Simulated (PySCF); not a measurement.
SMILES [CH2]I (CH₂I), doublet (B3LYP/def2-SVP optimised geometry):

```
4

C     -0.773     0.000     0.000
I      1.290     0.000     0.000
H     -1.290     0.960     0.000
H     -1.290    -0.960     0.000
```

Method: unrestricted B3LYP/def2-TZVP, def2 effective core potentials past Kr in PySCF.

Problem. What are the frontier orbital energies (α orbitals alone; a β orbital can be the lowest empty one) and the dipole moment?

Solution. HOMO-2 -8.72 eV, HOMO-1 -7.42 eV, HOMO -5.98 eV, LUMO -1.08 eV, LUMO+1 1.85 eV; dipole moment 0.69 D.

On the same geometry unrestricted PBE/def2-TZVP, def2 effective core potentials past Kr run with PySCF 2.14.0 gives HOMO-2 -7.66 eV, HOMO-1 -6.53 eV, HOMO -4.98 eV, LUMO -1.74 eV, LUMO+1 1.34 eV; dipole moment 0.59 D.
